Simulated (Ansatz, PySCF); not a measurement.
System: dimethyl(methylsulfanyl)borane, C3H9BS (charge 0, singlet). SMILES: CSB(C)C
Geometry: optimised at B3LYP-D3(BJ)/def2-TZVP (Ansatz, a program for electronic structure).

Unscaled harmonic wavenumbers (cm⁻¹) in rising order, each level at the stationary point that it reaches from this structure (no distance between atoms moves by over 0.3 Å); the order of modes can differ between levels, and a negative number is imaginary. B3LYP-D3(BJ)/def2-TZVP (PySCF, at the structure above): 57, 118, 123, 162, 194, 286, 352, 375, 578, 711, 748, 824, 856, 928, 963, 982, 1114, 1158, 1338, 1342, 1355, 1462, 1465, 1465, 1468, 1481, 1484, 3008, 3015, 3052, 3055, 3061, 3090, 3097, 3136, 3140.

HF/3-21G (Ansatz): 54, 110, 116, 144, 188, 301, 360, 403, 553, 698, 863, 874, 955, 1053, 1071, 1087, 1202, 1239, 1501, 1516, 1519, 1622, 1626, 1634, 1637, 1645, 1654, 3154, 3162, 3193, 3204, 3239, 3248, 3253, 3341, 3345. Zero-point energy 78.3 against 73.0 kcal/mol; where all levels lie over 400 cm⁻¹, the wavenumbers are on average 1.082 times those of B3LYP-D3(BJ)/def2-TZVP.

HF/6-31G* (Ansatz): 37, 114, 136, 159, 200, 300, 368, 395, 593, 784, 814, 880, 922, 1019, 1072, 1087, 1189, 1226, 1494, 1497, 1519, 1608, 1610, 1613, 1616, 1629, 1632, 3175, 3183, 3222, 3233, 3238, 3258, 3267, 3324, 3325. Zero-point energy 78.3 against 73.0 kcal/mol; where all levels lie over 400 cm⁻¹, the wavenumbers are on average 1.081 times those of B3LYP-D3(BJ)/def2-TZVP.

B3LYP/6-31G* (Ansatz): 39, 109, 118, 157, 187, 283, 349, 373, 572, 710, 755, 825, 857, 941, 980, 997, 1116, 1161, 1371, 1375, 1387, 1494, 1498, 1499, 1499, 1510, 1515, 3022, 3028, 3071, 3074, 3078, 3108, 3117, 3160, 3165. Zero-point energy 73.6 against 73.0 kcal/mol; where all levels lie over 400 cm⁻¹, the wavenumbers are on average 1.011 times those of B3LYP-D3(BJ)/def2-TZVP.
